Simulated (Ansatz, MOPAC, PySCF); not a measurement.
Torsion H4–Se1–Se2–Br3 in BrHSe2 (SMILES [SeH][Se]Br); at each angle all else is relaxed with GFN2-xTB, and the levels are single points there.
Geometry at 270° (charge 0, multiplicity 1):
```xyz
4

Se    -1.30385     0.49356     0.51102
Se     0.72582     0.99973    -0.37135
Br     2.26018    -0.10046     0.99313
H     -1.56043    -0.72019    -0.26448
```

On the grid 0° to 330°, 0° is the highest and 270° the lowest point at CCSD(T)/CBS(cc-pVTZ, cc-pVQZ).

The state that AM1 reach isn't checked.

Codes used: Ansatz (Gaussian basis) for Hartree–Fock, density functionals and correlated methods; MOPAC for AM1 (differences of heats of formation); PySCF for the dispersion terms. 

**Question.** One of these levels gives 9.94 kcal/mol for the energy at 0° less that at 270°. Which one is it?
A. AM1
B. HF/cc-pVDZ
C. B3LYP-D3(BJ)/def2-TZVPP

**Answer.** C, B3LYP-D3(BJ)/def2-TZVPP. The others give 2.53 (AM1), 8.73 (HF/cc-pVDZ)

Ansatz is a quantum-chemistry and plane-wave program.
